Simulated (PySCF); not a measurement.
## Hg³⁺ (mercury, charge +3): UHF calculation

Configuration: [Xe] 4f14 5d9, 2D determinant. Computed with PySCF 2.14 in aug-cc-pwCVTZ-PP with ECP60MDF (8s8p7d4f3g, 122 functions), with scalar relativity through the core potential.

| Item | Value |
| --- | --- |
| Total energy | -150.368366 hartree |
| One-electron energy | -246.1227 hartree |
| Hartree (Coulomb) energy | 107.9469 hartree |
| Exchange energy | -12.1926 hartree |
| ⟨S²⟩ | 0.7548 |
| ⟨L²⟩ | 6.033 |
| Sum of ⟨r⟩ | 20.78 bohr |
| Sum of ⟨r²⟩ | 29.14 bohr² |
| Traceless quadrupole moment −½Σ⟨3z² − r²⟩ along its main axis | -0.510 e·bohr² |
| Time after the integrals | about 7 core-seconds |

```csv
shell,electrons,mean orbital energy (eV),spread (eV),"rms radius, mean of both spins (bohr)"
5s α,1,-172.76,0,0.977
5s β,1,-170.91,0,0.977
5p α,3,-117.50,1.740,1.11
5p β,3,-115.02,1.315,1.11
5d α,5,-49.945,2.127,1.48
5d β,4,-48.790,1.467,1.48
```

Energies and moments cover only the electrons outside the core potential. Spin-orbit coupling, absent here, splits the open shell strongly.
